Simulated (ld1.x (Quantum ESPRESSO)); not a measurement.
What one change does to a pseudopotential (Br, RRKJ)

ld1.x (Quantum ESPRESSO) 7.5 input, shortened:

```
&input
   title='Br', zed=35., rel=1, dft='PBESOL', iswitch=3,
   config='[Ar] 3d10 4s1.75 4p5.25 4f-2'
 /
 &inputp
   pseudotype=2, tm=.false., lloc=0,
   nlcc=.false.
 /
4
4P  2  1   5.25   0.00  1.50  1.50  0.0
3D  3  2  10.00   0.00  0.75  0.75  0.0
4F  4  3  -2.00   0.05  1.25  1.25  0.0
4S  1  0   1.75   0.00  1.25  1.25  0.0
 &test
   configts(1)='3d10 4s1.75 4p5.25'
 /
```

Change: wave 3d (bound): rc 0.75 bohr becomes 3d (bound): rc 1.04 bohr.

Cutoffs: the cutoffs (Ry, on a coarse ladder) from which the occupation-weighted sum of valence levels, in a spherical-Bessel basis at the reference potential, stays within 10 and 1 mRy of its value at 400 Ry; they do not see the model core or the augmentation charge, which bear on the density cutoff. Errors are all-electron minus pseudo energies relative to the spin-unpolarised reference configuration.

Question: Predict the effect on cutoff, ghosts and configuration errors.

Answer: Both files keep a bound ghost (p); of the 7 tests that both files solve, the error grows in 0 and shrinks in 1 by more than 15 % and 0.3 meV (median size 4.8 → 4.8 meV).

| quantity | base | changed |
| --- | --- | --- |
| cutoff, loose | over 300 Ry | 230 Ry |
| cutoff, tight | over 300 Ry | over 300 Ry |
| loose cutoff by channel (10 mRy a level) | p 35 Ry, d 300 Ry, s 40 Ry | p 35 Ry, d 160 Ry, s 40 Ry |
| bound ghosts | p | p |
| error for 3d10 4s2 4p5, meV [ΔE -3.08 eV] | 0.0 | 0.0 |
| error for 3d10 4s2 4p4, meV [ΔE 9.48 eV] | -4.8 | -4.8 |
| error for 3d10 4s2 4p3, meV [ΔE 32.25 eV] | -16 | -16 |
| error for 3d10 4s2 4p4.5, meV [ΔE 2.00 eV] | -1.5 | -1.5 |
| error for 3d10 4s1 4p5, meV [ΔE 22.49 eV] | -11 | -11 |
| error for 3d10 4s2 4p5.3, meV [ΔE -5.04 eV] | +0.1 | +0.1 |
| error for 3d9 4s2 4p6, meV [ΔE 61.24 eV] | -1432 | -680 |
| s: phases at 1.65 bohr within 0.05 rad from the reference energy up to (Ry; the scan ends near 5) | to the end of the scan | to the end of the scan |
| p: phases at 1.65 bohr within 0.05 rad from the reference energy up to (Ry; the scan ends near 5) | to the end of the scan | to the end of the scan |
| d: phases at 1.65 bohr within 0.05 rad from the reference energy up to (Ry; the scan ends near 5) | -0.8 | -0.8 |
| f: phases at 1.65 bohr within 0.05 rad from the reference energy up to (Ry; the scan ends near 5) | to the end of the scan | to the end of the scan |

 A true bound ghost makes a file unfit for plane-wave use even where its test errors are small: the radial tests pick states by their node count and pass the ghost by.
